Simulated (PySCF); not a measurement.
# Al⁺ (aluminium, charge +1) across methods

[Ne] 3s1 4s1, high-spin 3S determinant (an excited configuration). Computed with PySCF 2.14 in aug-cc-pVDZ-DK (5s4p2d, 27 functions), with scalar relativity by spin-free X2C-1e.

| method | E (hartree) | mean ε 2p β (eV) | mean ε 3s α (eV) | mean ε 4s α (eV) | Σ⟨r²⟩ (bohr²) | ⟨S²⟩ |
| --- | --- | --- | --- | --- | --- | --- |
| UHF | -241.72278 | -102.57 | -23.212 | -7.210 | 50.05 | 2.000 |
| r2SCAN | -242.1330 | -86.803 | -19.775 | -6.006 | 49.45 | 2.000 |
| LDA | -241.0973 | -84.923 | -19.583 | -6.076 | 47.63 | 2.000 |
| PBE | -242.0282 | -84.941 | -19.464 | -6.087 | 48.08 | 2.000 |
| B3LYP | -242.1808 | -88.971 | -20.393 | -6.280 | 48.13 | 2.000 |
| PBE0 | -242.0513 | -89.668 | -20.499 | -6.445 | 48.55 | 2.000 |
| TPSSh | -242.1717 | -87.277 | -19.830 | -6.186 | 48.87 | 2.000 |

The outer electron is Rydberg-like, and this basis confines it to a smaller radius and binds it less than a complete one would.
